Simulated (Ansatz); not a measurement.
Cartesian coordinates (Å):
SMILES: Sc1cccc2c1ccc1ccccc12
```xyz
25

S     -3.7353     1.8218     1.1144
C     -2.7217     0.5085     0.4691
C     -3.3697    -0.6341     0.0329
C     -2.6381    -1.6877    -0.5337
C     -1.2648    -1.6085    -0.6294
C     -0.5661    -0.4633    -0.1918
C     -1.3086     0.6307     0.3396
C     -0.6172     1.8242     0.7224
C      0.7353     1.9198     0.6256
C      1.5249     0.8315     0.1395
C      2.9312     0.9364     0.0601
C      3.6950    -0.1085    -0.4144
C      3.0653    -1.2960    -0.8255
C      1.6915    -1.4181    -0.7581
C      0.8815    -0.3657    -0.2775
H     -3.0958     1.9690     2.2965
H     -4.4527    -0.7117     0.1480
H     -3.1598    -2.5824    -0.8806
H     -0.7178    -2.4496    -1.0553
H     -1.2066     2.6727     1.0730
H      1.2438     2.8435     0.9135
H      3.4051     1.8667     0.3839
H      4.7821    -0.0166    -0.4705
H      3.6644    -2.1291    -1.2003
H      1.2341    -2.3536    -1.0813
```
Charge 0, spin multiplicity 1.

The numbers are results of frozen-core CCSD(T)/cc-pVDZ // PBE0-D4/def2-SVP (Ansatz, a quantum-chemistry and plane-wave program), not measurements. The restricted HF reference is unstable towards unrestricted orbitals.

```yaml
HF energy: -933.57254 Ha
MP2 correlation energy: -1.94771 Ha
```

Task: Estimate the CCSD correlation energy, the (T) correction, the total energy and the T1 diagnostic.

Result: 
```json
{
  "CCSD correlation energy": "-2.01290 Ha",
  "(T) correction": "-0.09714 Ha",
  "CCSD(T) total energy": "-935.68258 Ha",
  "T1 diagnostic": "0.011"
}
```
